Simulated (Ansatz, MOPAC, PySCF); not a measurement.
Noncovalent pair: CH2O (SMILES C=O) (first 4 atoms) with H2Se (SMILES [SeH2]); geometry from B3LYP-D3(BJ)/def2-TZVP, rigid monomers moved along the line of their centres of mass till O2···Se5 is 4.51 Å.
(charge 0, multiplicity 1):
```xyz
7

C      0.354     0.067    -0.329
O      1.084    -0.668     0.278
H      0.204    -0.034    -1.421
H     -0.204     0.879     0.174
Se     0.902     1.062     4.441
H      0.462    -0.338     4.422
H      0.256     1.297     5.743
```

Monomers are frozen at their geometry in the pair; levels with a basis set take the counterpoise correction. Rows marked so take none.

Correlated levels freeze the cores. Filled d and f shells under p-block atoms count as core. CBS: X⁻³ extrapolation of the correlation energy, Hartree–Fock from the larger set. Rows in 6-31G*, STO-3G carry no dispersion term and start afresh at each structure (6-31G* with six Cartesian d functions); the Pople sets are all-electron and without relativity. The state that AM1, PM3, PM6, PM7 reach isn't checked; PM7 holds dispersion and hydrogen-bond terms.

Programs: Ansatz (a program for electronic structure); MOPAC for AM1, PM3, PM6, PM7 (differences of heats of formation); PySCF for 6-31G* rows, STO-3G rows, the dispersion terms. Each number belongs to the level named beside it.

Other levels give for the interaction energy: PBE/def2-TZVPPD -0.61; B3LYP/def2-TZVPPD -0.39; B3LYP-D3(BJ)/def2-TZVPPD -0.78; wB97M-V/def2-TZVPPD -0.78; MP2/CBS(aug-cc-pVDZ, aug-cc-pVTZ) + ΔCCSD(T)/aug-cc-pVDZ -0.77 kcal/mol.

Problem. What do these common cheap choices give for the same quantity: AM1, PM3, PM6, PM7, HF/STO-3G (no counterpoise), HF/6-31G* (no counterpoise), BP86/6-31G* (no counterpoise), B3LYP/6-31G*?

Solution. AM1 -0.16; PM3 -0.25; PM6 -0.37; PM7 -0.28; HF/STO-3G (no counterpoise) -0.18; HF/6-31G* (no counterpoise) -0.70; BP86/6-31G* (no counterpoise) -0.44; B3LYP/6-31G* -0.39 kcal/mol. They span -0.70 to -0.16 kcal/mol.
